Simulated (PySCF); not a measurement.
Dissociation curve of AlH, singlet.

Calculation: CCSD(T) on UHF/cc-pVDZ, 5 core orbitals frozen (PySCF 2.14.0).

Relative to R = 1.66 Å, what are the energies at R = 1.41, 1.50, 1.92, 3.01 Å?

10.3 kcal/mol at 1.41 Å, 3.7 kcal/mol at 1.50 Å, 5.5 kcal/mol at 1.92 Å, 50.8 kcal/mol at 3.01 Å.

The unrestricted determinant behind UCCSD(T) is spin-contaminated at 1.24 to 1.92, 2.47 to 6.70 Å (<S²> up to 1.0, against 0.00 for a pure singlet).
